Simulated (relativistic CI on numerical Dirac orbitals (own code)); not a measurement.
## Ag IV: calculation against measurement

Computed by Dirac-Coulomb-Breit CI, separate exchange-only KLI orbitals for each configuration, model QED (radiative potential, 1s self-energy scaled to tabulated hydrogen-like ionisation energies), valence Slater integrals scaled by 0.85, configuration energies shifted to the measured levels that pair with them (semi-empirical) (own radial code, finite nucleus).

CI space (outside the closed core [Ar] 3d10 4s2): 4p6.4d8, 4p6.4d7.5s, 4p6.4d7.5p, 4p6.4d7.4f, 4p6.4d6.5s2, 4p6.4d7.5d, 4p6.4d7.6s, 4p6.4d6.4f2, 4p6.4d7.6p, 4p5.4d9, 4p6.4d6.5s.5p, 4p6.4d7.6d, 4p6.4d7.5f, 4p6.4d7.5g, 4p6.4d7.6f, 4p6.4d6.5p2, 4p6.4d6.5s.5d, 4p4.4d10, 4p6.4d6.4f.5s, 4p5.4d8.4f. Levels of other configurations are missing.

```csv
Configuration,Term (tabulated),J,Measured (cm⁻¹),Computed,Error,Purity (%)
4p6.4d8,3F,4,0.0,0,0,98
4p6.4d8,3F,3,4172.5,3998,-174,99
4p6.4d8,3F,2,5829.6,5622,-208,83
4p6.4d8,3P,1,15899.8,16000,100,99
4p6.4d8,3P,0,16092.4,16104,12,96
4p6.4d8,1G,4,20570.0,20825,255,98
4p6.4d8,1S,0,47138.6,43790,-3349,96
4p6.4d7.5s,5F,5,96396.7,96538,142,97
4p6.4d7.5s,5F,4,99147.1,99181,33,96
4p6.4d7.5s,5F,3,101260.5,101215,-45,97
4p6.4d7.5s,5F,2,102632.7,102550,-83,97
4p6.4d7.5s,5F,1,103471.6,103370,-101,96
4p6.4d7.5s,3F,4,107022.3,106984,-38,91
4p6.4d7.5s,5P,3,111004.7,112145,1140,95
4p6.4d7.5s,5P,1,112611.7,113942,1330,87
4p6.4d7.5s,3F,2,112688.9,112655,-33,62
4p6.4d7.5s,3G,5,115550.4,115500,-50,85
4p6.4d7.5s,3G,4,116806.0,116724,-82,72
4p6.4d7.5s,3G,3,119119.2,118934,-185,96
4p6.4d7.5s,3P,0,120216.2,121602,1386,99
4p6.4d7.5s,3H,6,120871.3,120785,-86,100
4p6.4d7.5s,3P,2,121832.9,122871,1038,82
4p6.4d7.5s,3H,5,122456.2,122314,-142,82
4p6.4d7.5s,3H,4,125735.2,125452,-283,59
4p6.4d7.5s,3P,0,125857.9,126778,920,99
4p6.4d7.5s,1H,5,127929.3,127697,-232,86
4p6.4d7.5s,3F,2,132758.4,134375,1617,96
4p6.4d7.5s,3F,3,133265.3,134873,1608,94
4p6.4d7.5s,3F,4,134577.9,136088,1511,97
4p6.4d7.5s,1F,3,138852.0,140204,1352,94
4p6.4d7.5s,3D,1,152454.1,153874,1420,99
4p6.4d7.5p,5F°,5,160255.4,160317,62,68
4p6.4d7.5p,5F°,2,164677.7,164678,0,64
4p6.4d7.5p,5G°,6,165602.1,165198,-404,96
4p6.4d7.5p,5F°,1,166077.8,166052,-26,75
4p6.4d7.5p,5S°,2,168493.3,169648,1155,89
4p6.4d7.5p,5D°,0,168748.3,168966,218,93
4p6.4d7.5p,3G°,4,173069.0,172808,-261,73
```

Measured levels from measured levels as listed in Gamrath, thesis, University of Mons (2023); pairs were made by configuration, J and term (by order where the table uses no LS term), so strongly mixed levels may be paired wrongly.

Mean error by configuration (cm⁻¹): 4p6.4d8 -561; 4p6.4d7.5s 506; 4p6.4d7.5p 106. Over the excited levels the mean absolute error is 570 cm⁻¹ (37 of the 69 excited levels that our extract of the source holds in range could be paired, and the others can miss by more), and the median relative error of those above 1,000 cm⁻¹ is 0.18 %, both after the shifts were fitted to these levels, so that a configuration with one level shows no error. Some levels of the ground configuration have no partner.

Configurations whose levels could be paired with our table of measured levels were shifted onto them, all but the ground configuration, by the median error of their levels; single terms can still be off by 1,000 to 2,000 cm⁻¹ or more, and rates follow the energies as ν³ (E1, M1) or ν⁵ (E2). The others borrow a shift and can be off by several thousand cm⁻¹ or more. The fine structure of a lone outer electron comes out too small, for d and f at times inverted, and misplaced configurations move strength between like terms. 37 of the 69 excited levels that our extract of the measured tables holds in this range could be paired (the sources list more); they are missed by 570 cm⁻¹ on average and 3349 at most, after the shifts were fitted to these levels, and levels without a partner can miss by more. Some levels of the ground configuration have no partner and can miss by 10 % or more.

Shifts applied (cm⁻¹): 4p6.4d8 0; 4p6.4d7.5s -7739; 4p6.4d7.5p -6279.
